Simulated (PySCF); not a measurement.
chlorocyclobutane (C4H7Cl), SMILES ClC1CCC1.

Coordinates come from a r2SCAN-D4/def2-SVP optimisation.

Two levels are set side by side: PBE/def2-TZVP (PySCF) and CAM-B3LYP/def2-TZVP (PySCF). Same geometry, gas phase. Differences are taken from unrounded values.

```csv
quantity,CAM-B3LYP
orbital gap (eV),11.23
highest occupied level (eV),-9.52
lowest empty level (eV),1.71
dipole moment (D),2.25
mean polarisability (bohr³),58.0
```

Problem. What does PBE give, and how far is it from CAM-B3LYP? (The exact figures need the calculation; the answer reports its results.)

Solution. 
```json
[
 {"quantity": "orbital gap (eV)", "PBE": "6.43", "PBE minus CAM-B3LYP": "-4.80"},
 {"quantity": "highest occupied level (eV)", "PBE": "-6.73", "PBE minus CAM-B3LYP": "2.79"},
 {"quantity": "lowest empty level (eV)", "PBE": "-0.30", "PBE minus CAM-B3LYP": "-2.01"},
 {"quantity": "dipole moment (D)", "PBE": "2.17", "PBE minus CAM-B3LYP": "-0.08"},
 {"quantity": "mean polarisability (bohr³)", "PBE": "60.1", "PBE minus CAM-B3LYP": "2.2"}
]
```

Without exact exchange PBE keeps part of each electron's self-repulsion, which lifts occupied levels and narrows the gap. PBE's more diffuse valence density responds more strongly to a field. Differences between two approximate levels are no errors against the true value.

Rough cost on one machine, each run with all the roots and properties that it gave: CAM-B3LYP against PBE within a factor of 2.
